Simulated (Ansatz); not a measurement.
The cluster K2Sn2Cl6, relaxed as a singlet with RKS r2SCAN-D4/def2-SVP in Ansatz, starting from the GFN1-xTB geometry. Force threshold 0.03 eV/Å.

In the def2 sets Sn takes a core potential; there is no spin–orbit coupling. Another isomer (singlet) lies 0.70 eV lower at PBE0-D4/def2-TZVP; other spin states weren't run for this one.

Start:

```xyz
10

K    -1.559   -2.129   -0.441
K     2.782    1.161    0.487
Sn    0.232    0.397   -1.954
Sn   -0.532    0.760    1.270
Cl    1.504    0.919    2.842
Cl   -2.074    0.532   -0.978
Cl   -0.462   -1.840   -2.944
Cl    0.680    2.539   -0.459
Cl    1.048   -0.974    0.019
Cl   -1.621   -1.365    2.159
```

**Question.** Estimate the energy that the relaxation releases and the steps that it takes.

**Answer.** 196.7 kJ/mol, in 7 steps; 97 s on 6 threads of Intel Xeon on a shared host. No frequencies were taken in this run, so the end may be a saddle point.

**Question.** Does the start keep its bonding and symmetry?

**Answer.** Bonds lost: Sn4–Cl6 (atoms count from 1). Metal–metal contacts that move far: K2–Sn3 3.61 to 4.47 Å, K1–Sn4 3.51 to 4.14 Å.

**Question.** Predict the relaxed structure.

**Answer.** 
| atom | x (Å) | y (Å) | z (Å) |
| --- | --- | --- | --- |
| K1 | -1.670 | -2.493 | -0.429 |
| K2 | 3.192 | 1.229 | 0.717 |
| Sn3 | 0.045 | 0.433 | -2.364 |
| Sn4 | -0.611 | 0.957 | 1.596 |
| Cl5 | 1.468 | 0.885 | 3.085 |
| Cl6 | -2.191 | 0.502 | -1.174 |
| Cl7 | -0.498 | -1.962 | -3.149 |
| Cl8 | 0.837 | 2.560 | -0.457 |
| Cl9 | 0.970 | -0.777 | -0.151 |
| Cl10 | -1.543 | -1.334 | 2.326 |
Bond lengths (bridged metal pairs left out): 7 × Cl–K 2.95 to 3.16 Å; 5 × Cl–Sn 2.53 to 2.69 Å.
